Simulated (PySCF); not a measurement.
```xyz
4
charge 0 multiplicity 2, angstrom
Mn    0.0000    0.0000   -0.0536
O     1.5465    0.0000    0.0800
O    -0.7733    1.3393    0.0800
O    -0.7732   -1.3393    0.0800
```

Method: UPBE0/[Mn def2-SVP, O def2-SVP], no relativity, density fitting, PySCF.

This geometry of MnO₃ is a stationary point at this level.

**Question.** What is the point group?

**Answer.** C3v.

**Question.** Is it a minimum?

**Answer.** Yes: all harmonic wavenumbers are real.

**Question.** Which band is strongest in the infrared?

**Answer.** 989 cm⁻¹ (e), 162 km/mol.

**Question.** Give the ideal-gas entropy at 298.15 K and 1 bar by parts.

**Answer.** translation 166.6, rotation 92.8, vibration 27.8, spin 5.8; total 293.1 J/(mol K).

Other isomers or separated fragments may lie lower. Other spin states or occupations of the open shell can lie lower.
